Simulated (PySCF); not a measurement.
C7H11F.
Numbering: `[F:1][C@:2]12[CH2:3][CH2:4][CH2:5][C@H:6]([CH2:7]1)[CH2:8]2` (hydrogens: H9, H10 on C3; H11, H12 on C4; H13, H14 on C5; H15 on C6; H16, H17 on C7; H18, H19 on C8)

The same species was optimised twice, with GFN2-xTB and with PBE0-D3(BJ)/def2-SVP (PySCF), and the same property calculations (PySCF, gas phase) were run on both structures.

| coordinate | GFN2-xTB | PBE0-D3(BJ)/def2-SVP | change |
| --- | --- | --- | --- |
| F1–C2 (Å) | 1.381 | 1.370 | -0.011 |
| C6–C7 (Å) | 1.540 | 1.550 | +0.010 |
| C6–C8 (Å) | 1.539 | 1.545 | +0.006 |
| C2–C7 (Å) | 1.532 | 1.535 | +0.003 |
| C5–C6 (Å) | 1.528 | 1.531 | +0.003 |
| C4–C5 (Å) | 1.537 | 1.536 | -0.001 |
| C3–C4 (Å) | 1.536 | 1.536 | 0.000 |
| C2–C3 (Å) | 1.523 | 1.522 | -0.001 |
| C2–C8 (Å) | 1.529 | 1.529 | 0.000 |
| C7–C6–C8 (°) | 87.8 | 87.0 | -0.8 |
| C5–C6–C7 (°) | 110.5 | 111.3 | +0.8 |
| C2–C3–C4 (°) | 109.6 | 110.4 | +0.8 |
| C5–C6–C8 (°) | 108.9 | 109.5 | +0.6 |
| F1–C2–C3 (°) | 110.8 | 110.2 | -0.6 |
| F1–C2–C7 (°) | 117.1 | 117.7 | +0.6 |
| C7–C2–C8 (°) | 88.4 | 88.0 | -0.4 |
| F1–C2–C8 (°) | 116.9 | 117.3 | +0.4 |

Rotational constants: A = 3398, B = 2085, C = 1672 MHz (GFN2-xTB) against A = 3384, B = 2078, C = 1663 MHz (PBE0-D3(BJ)/def2-SVP). Point groups within 0.08 Å: C1 and C1.

On the GFN2-xTB structure: HOMO (eV) -8.18 [PBE0/pcSseg-1]; LUMO (eV) 1.24 [PBE0/pcSseg-1]; dipole (D) 2.01 [PBE0/pcSseg-1]; GIAO shielding of F1 (ppm) 319.2 [PBE0/pcSseg-1]; GIAO shielding of C2 (ppm) 92.3 [PBE0/pcSseg-1]; GIAO shielding of C3 (ppm) 149.2 [PBE0/pcSseg-1]; GIAO shielding of C4 (ppm) 166.0 [PBE0/pcSseg-1]; GIAO shielding of C5 (ppm) 155.2 [PBE0/pcSseg-1]; GIAO shielding of C6 (ppm) 161.0 [PBE0/pcSseg-1]; GIAO shielding of C7/C8 (mean) (ppm) 145.7 [PBE0/pcSseg-1].

**Question.** What do these properties become on the PBE0-D3(BJ)/def2-SVP structure?

**Answer.** 
```csv
property,level,on GFN2-xTB,on PBE0-D3(BJ)/def2-SVP,change
HOMO (eV),PBE0/pcSseg-1,-8.18,-8.19,-0.01
LUMO (eV),PBE0/pcSseg-1,1.24,1.20,-0.04
dipole (D),PBE0/pcSseg-1,2.01,1.94,-0.07
"energy, GFN2-xTB geometry as zero (kcal/mol)",PBE0/pcSseg-1,0.0,-0.4,-0.4
GIAO shielding of F1 (ppm),PBE0/pcSseg-1,319.2,320.6,+1.4
GIAO shielding of C2 (ppm),PBE0/pcSseg-1,92.3,93.4,+1.1
GIAO shielding of C3 (ppm),PBE0/pcSseg-1,149.2,148.3,-0.9
GIAO shielding of C4 (ppm),PBE0/pcSseg-1,166.0,164.7,-1.3
GIAO shielding of C5 (ppm),PBE0/pcSseg-1,155.2,154.6,-0.6
GIAO shielding of C6 (ppm),PBE0/pcSseg-1,161.0,158.4,-2.6
GIAO shielding of C7/C8 (mean) (ppm),PBE0/pcSseg-1,145.7,143.3,-2.4
```

The heavy atoms differ by 0.012 Å rms after alignment. Among bonds between heavy atoms F1–C2 and C6–C7 change most and about equally (-0.011 to +0.010 Å). Changes are differences of the printed values. Neither structure is proved a minimum here.
